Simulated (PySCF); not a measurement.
Ga(H)(F)(NH2) (FGaH₃N), SMILES [GaH]([F])[NH2].

Coordinates come from a ωB97X-D3(BJ)/def2-TZVP optimisation. Other conformers were not sampled.

Level of theory: PBE/def2-TZVPD in PySCF.

Symmetry labels are those of the subgroup Cs that the program uses (full group Cs).

Computed valence orbital energies around the gap with their symmetry:
| orbital | symmetry | energy (eV) |
|---|---|---|
| HOMO−7 | A' | -19.58 |
| HOMO−6 | A' | -12.18 |
| HOMO−5 | A' | -11.82 |
| HOMO−4 | A' | -9.53 |
| HOMO−3 | A' | -8.95 |
| HOMO−2 | A" | -8.70 |
| HOMO−1 | A' | -7.96 |
| HOMO | A" | -6.43 |
| LUMO | A" | -1.37 |
| LUMO+1 | A' | -1.17 |
| LUMO+2 | A' | -0.21 |
| LUMO+3 | A' | 0.40 |
